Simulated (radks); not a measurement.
The numbers below are computed, except where a source is named.
Mg, 12 electrons, occupied as [Ne] 3s2. Code: a radial shooting solver on a logarithmic mesh with Libxc functionals. Model: scalar-relativistic Kohn-Sham, exchange-only LDA, spin-polarised, spherical densities, point nucleus.

Radial electron density D(r) = 4 pi r^2 rho(r):

| r (bohr) | D(r) (e/bohr) |
|---|---|
| 0.01661 | 2.561 |
| 0.02128 | 3.755 |
| 0.02749 | 5.393 |
| 0.03522 | 7.353 |
| 0.04514 | 9.530 |
| 0.05784 | 11.58 |
| 0.07472 | 13.02 |
| 0.09575 | 13.20 |
| 0.1227 | 11.96 |
| 0.1572 | 9.791 |
| 0.2031 | 7.862 |
| 0.2603 | 7.540 |
| 0.3335 | 8.891 |
| 0.4274 | 10.59 |
| 0.5521 | 10.81 |
| 0.7075 | 8.812 |
| 0.9066 | 5.587 |
| 1.171 | 2.680 |
| 1.501 | 1.186 |
| 1.923 | 0.7622 |
| 2.464 | 0.7205 |
| 3.183 | 0.6027 |
| 4.079 | 0.3672 |
| 5.228 | 0.1521 |
| 6.699 | 0.04018 |
| 8.653 | 0.005804 |
| 11.09 | 0.0004653 |

D(r) has 2 maxima, at r = 0.0877, 0.498 bohr, and minima at 0.240 bohr, inside which lie 2.21 electrons.
